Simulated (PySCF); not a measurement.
Vertical excitations of a molecule C₄H₄ClF from TDA-PBE/def2-SVPD in PySCF, as energy in eV (oscillator strength): 5.39 (0.000), 5.60 (0.837), 5.90 (0.003), 6.16 (0.000), 6.18 (0.251), 6.47 (0.005), 6.57 (0.002), 6.90 (0.001), 7.15 (0.058), 7.31 (0.013). Lowest triplet (TDA): 2.96 eV. The structure is a stationary point at r2SCAN-D4/def2-SVP. One conformer was computed; it need not be the lowest.

Q: Identify the compound among the candidates.
(A) C=C=C(F)CCl
(B) CC(F)=C=CCl
(C) C=C/C=C(\F)Cl
(D) C#C[C@@H](F)CCl

A: C, C=C/C=C(\F)Cl
